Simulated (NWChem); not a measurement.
CH$_{5}$GeNO, singlet; SMILES C[O][Ge][NH2]

```xyz
9

Ge     0.3768    -0.7053     0.0000
O      0.7004     1.0899     0.0000
C     -0.2716     2.1053     0.0000
H     -0.9332     2.0701     0.8998
H      0.2336     3.0956     0.0000
H     -0.9332     2.0701    -0.8998
N     -1.4721    -0.6643     0.0000
H     -2.0767     0.1628     0.0000
H     -2.0188    -1.5297     0.0000
```
Atoms are numbered in this order, from 1.

All runs: NWChem. Medium grid unless said otherwise, to which SCAN and Minnesota functionals are sensitive. Low-valent species are run as closed-shell singlets; no triplet was tried in these runs. Structure relaxed at the PBE-D3(BJ)/def2-SVP level. B3LYP is NWChem's, with the RPA form of VWN correlation. Total energies of different functionals are on different scales.

| level | energy (Ha) | highest occupied level (eV) | orbital gap (eV) | dipole (D) | relative time |
|---|---|---|---|---|---|
| B3LYP/def2-SVP | -2247.7757 | -7.07 | 5.89 | 2.49 | 1 |
| PBE/def2-SVP | -2247.2138 | -5.91 | 4.20 | 2.56 | 1 |
| LRC-wPBEh/def2-SVP | -2247.2967 | -9.11 | 9.81 | 2.57 | 4 |
| r2SCAN0/def2-SVP | -2247.5785 | -7.49 | 6.51 | 2.60 | 1 |
| LDA (Slater exchange, PW92)/def2-SVP | -2243.1983 | -6.05 | 4.18 | 2.70 | 1 |
| PW6B95/def2-SVP | -2248.9191 | -7.38 | 6.46 | 2.48 | 1 |
| revPBE/def2-SVP | -2247.5167 | -5.87 | 4.22 | 2.53 | 2 |
| KT2/def2-SVP | -2258.8923 | -6.01 | 4.22 | 2.48 | 1 |

Times are rough ratios from one shared machine.
